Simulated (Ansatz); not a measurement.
Molecule: C$_{2}$H$_{7}$BN, net charge -1, singlet state. It need not be the lowest isomer of its formula. Whether it binds its extra electron was not tested at this geometry. SMILES: [CH2-]B(C)N
Geometry from a B3LYP-D3(BJ)/def2-TZVP (Ansatz, a quantum-chemistry and plane-wave program) optimisation:
```
B
C 1 1.4599
H 2 1.0902 1 122.86
H 2 1.0935 3 113.12 1 177.60
N 1 1.5006 2 123.91 3 174.94
H 5 1.0121 1 114.05 2 17.22
H 5 1.0127 6 108.62 1 -130.01
C 1 1.6177 2 123.44 3 -3.26
H 8 1.0947 1 111.92 2 -0.66
H 8 1.1000 9 107.57 1 -123.43
H 8 1.1020 9 107.04 10 -113.34
```
Charge -1, spin multiplicity 1.

Parts of the frozen-core correlation energy in 6-31G* (Ansatz, hartree). Frozen orbitals: 4; correlated occupied orbitals by spin: 12 and 12; virtual: 58 and 58. Spin-orbit coupling is left out. No relativistic terms.

| term | value |
|---|---|
| reference (HF) | -158.91348 |
| MP2 opposite-spin | … |
| MP2 same-spin | -0.12285 |
| CCSD correlation | … |
| (T) | … |
| T1 diagnostic | 0.012 |
| largest doubles amplitude | 0.042 |

Problem. Complete the blanks.

Solution. 
- MP2 opposite-spin, value: -0.38925
- CCSD correlation, value: -0.55760
- (T), value: -0.01609
